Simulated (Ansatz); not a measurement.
Input:

```yaml
crystal:
  periodic: [false, false, false]
  atoms:
    - { symbol: Ge, position_ang: [-0.147683, -0.207334, -0.045566] }
    - { symbol: Cl, position_ang: [-0.261805, -0.392219, 2.142971] }
    - { symbol: Cl, position_ang: [1.881779, -0.387272, -0.72195] }
    - { symbol: Cl, position_ang: [-1.14713, 1.52573, -0.768615] }
    - { symbol: H, position_ang: [-0.89055, -1.429932, -0.587719] }
    - { symbol: O, position_ang: [1.341367, 2.073871, 1.138994] }
    - { symbol: H, position_ang: [2.218522, 1.679102, 1.068853] }
    - { symbol: H, position_ang: [1.0483, 1.816754, 2.040332] }
basis:
  gaussian: { orbitals: def2-SVP }
hamiltonian:
  xc: pbe0
relax:
  f_tol: 0.03
  max_steps: 50
output:
  orbitals: {}
```

Command:

```bash
$ ansatz run input.yaml --threads 4 --pin off --max-ram 5120MiB --backend cpu --events-out ev --progress --plain --runs-dir out
```

Hardware: 4 threads of Arm Neoverse V2, on a shared host.

Task: Roughly how long does this run take, and how much memory?

Result: 22 s, with a peak of 0.3 GiB, for 9 ionic steps.
